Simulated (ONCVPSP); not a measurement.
u(r) = r·R(r): atom against pseudo-atom (arsenic)

Columns: radius, all-electron u(r) and pseudo u(r) of the 3s shell (level -190.74 eV) of arsenic in the configuration [Ne] 3s2 3p6 3d10 4s1.75 4p3.25; PBE, scalar-relativistic, ONCV scheme, ONCVPSP 4.0.1.

```tsv
r (bohr)	all-electron	pseudo
0.060	-0.0222	0.2381
0.120	-0.7374	0.4679
0.180	-0.6257	0.6819
0.240	-0.0785	0.8732
0.300	0.5203	1.0349
0.360	0.9909	1.1614
0.420	1.2869	1.2478
0.480	1.4250	1.2917
0.540	1.4450	1.2940
0.600	1.3861	1.2587
0.660	1.2796	1.1912
0.720	1.1498	1.0988
0.780	1.0126	0.9890
0.840	0.8781	0.8701
0.900	0.7523	0.7506
0.960	0.6384	0.6380
1.020	0.5375	0.5373
1.080	0.4497	0.4495
1.140	0.3742	0.3740
1.200	0.3101	0.3099
1.260	0.2560	0.2558
1.320	0.2106	0.2105
1.380	0.1728	0.1727
1.440	0.1415	0.1414
1.500	0.1156	0.1155
1.560	0.0943	0.0942
```

**Question.** How many radial nodes do the two functions have?

**Answer.** The all-electron 3s function has n − l − 1 = 2 (the table is too coarse to show those close to the nucleus); the pseudo-wave has 0, since the states of the same l below it are removed with the core.

**Question.** At about which radius was the pseudo-wave matched?

**Answer.** 1.00 bohr, where the columns begin to agree (steps of 0.06 bohr).

**Question.** Is the pseudo-wave norm-conserving?

**Answer.** Yes: the ONCV scheme keeps the norm inside the radius equal to the all-electron one, which fixes the energy derivative of the logarithmic derivative at the level.
